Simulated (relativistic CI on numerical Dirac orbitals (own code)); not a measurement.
## Co3+ in a cubic cluster: L2,3 absorption with charge transfer

Computed with a charge-transfer multiplet model of a cubic metal-ligand cluster with up to 3 ligand holes, Slater and spin-orbit integrals from Dirac-Coulomb-Breit ions, Slater integrals scaled by 0.8. The parameters are those of a tetrahedral site (10Dq negative, t2 hopping the larger). The ground state mixes d6 with configurations of k ligand holes L, whose averages lie at kΔ + k(k − 1)U_dd/2; a core hole lowers each added d electron by U_cd. 300 K, Lorentzian 0.4 eV and Gaussian 0.3 eV FWHM.

Atomic integrals in eV (Slater integrals scaled, ζ unscaled), ground: F2dd 10.085, F4dd 6.299, zeta_d 0.071; with the core hole: F2dd 10.695, F4dd 6.685, zeta_d 0.093, zeta_core 9.664, F2cd 6.345, G1cd 4.816, G3cd 2.738.

Cluster parameters (eV): Δ = -0.5, U_dd = 6.8, U_cd = 8.6, 10Dq(ligand) = 0, V(eg) = 0.62, V(t2g) = -1.06, final-state hopping factor = 0.8.

```
          Case   n_d    d6   d7L  d8L2  d9L3     S
10Dq = -1.2 eV  6.45  0.57  0.41  0.02  0.00  1.99
10Dq = -0.9 eV  6.44  0.58  0.40  0.02  0.00  1.99
10Dq = -0.6 eV  6.44  0.58  0.40  0.02  0.00  2.00
10Dq = -0.3 eV  6.44  0.58  0.40  0.02  0.00  2.00
   10Dq = 0 eV  6.45  0.57  0.41  0.02  0.00  2.00
```

Weights, n_d and S are thermal averages at 300 K. Photon energies count from the first peak over 30 % of the highest in each spectrum, which can be another peak from case to case. The parameters are a model scan and need not match a compound or its usual spin state. Peaks in eV (height, largest 100):
- 10Dq = -1.2 eV: -1.9 (17), 0.0 (100), 1.1 (67), 2.4 (49), 4.1 (20), 4.6 (20), 13.5 (10), 15.4 (35), 17.6 (14), 18.5 (12)
- 10Dq = -0.9 eV: -1.8 (15), 0.0 (100), 1.0 (73), 2.3 (48), 4.4 (23), 13.7 (10), 15.3 (37), 17.6 (16), 18.3 (13)
- 10Dq = -0.6 eV: -1.7 (14), 0.0 (100), 2.0 (48), 2.9 (37), 3.9 (25), 4.3 (25), 7.4 (5), 15.2 (41), 17.7 (18)
- 10Dq = -0.3 eV: 0.0 (100), 2.4 (39), 4.8 (11), 6.8 (6), 14.7 (43), 17.2 (18)
- 10Dq = 0 eV: 0.0 (100), 1.3 (50), 2.3 (36), 4.7 (10), 15.0 (40), 17.3 (16)

Curve for 10Dq = -0.6 eV (points under 2 left out, the grid thinned):

| E (eV) | Intensity |
| --- | --- |
| -2.9 | 2.1 |
| -2.4 | 3.6 |
| -2.0 | 8.5 |
| -1.5 | 13.3 |
| -1.0 | 29.3 |
| -0.6 | 52.0 |
| -0.1 | 97.9 |
| 0.3 | 94.8 |
| 0.8 | 83.3 |
| 1.3 | 68.4 |
| 1.7 | 50.6 |
| 2.2 | 46.7 |
| 2.7 | 35.4 |
| 3.1 | 35.6 |
| 3.6 | 25.0 |
| 4.1 | 24.7 |
| 4.5 | 23.6 |
| 5.0 | 13.3 |
| 5.4 | 11.0 |
| 5.9 | 8.5 |
| 6.4 | 6.2 |
| 6.8 | 4.7 |
| 7.3 | 5.2 |
| 7.8 | 3.9 |
| 8.2 | 2.6 |
| 13.1 | 2.4 |
| 13.6 | 8.0 |
| 14.0 | 10.7 |
| 14.5 | 19.8 |
| 14.9 | 35.3 |
| 15.4 | 39.3 |
| 15.9 | 28.7 |
| 16.3 | 18.1 |
| 16.8 | 10.5 |
| 17.3 | 13.5 |
| 17.7 | 17.8 |
| 18.2 | 14.9 |
| 18.7 | 10.4 |
| 19.1 | 6.8 |
| 19.6 | 4.4 |
| 20.0 | 3.0 |
| 20.5 | 2.4 |
| 21.0 | 3.4 |
| 21.4 | 2.7 |
| 21.9 | 2.0 |

For the case 10Dq = -0.3 eV, Δ = -0.5 eV is smaller than U_dd = 6.8 eV, the charge-transfer side of the Zaanen-Sawatzky-Allen scheme (negative Δ: between configuration averages a ligand hole costs less than the nominal valence; multiplet and field energies can change this for the lowest states). With the core hole the configuration with one ligand hole lies at Δ + U_dd − U_cd = -2.3 eV from the one without, against Δ in the ground state.
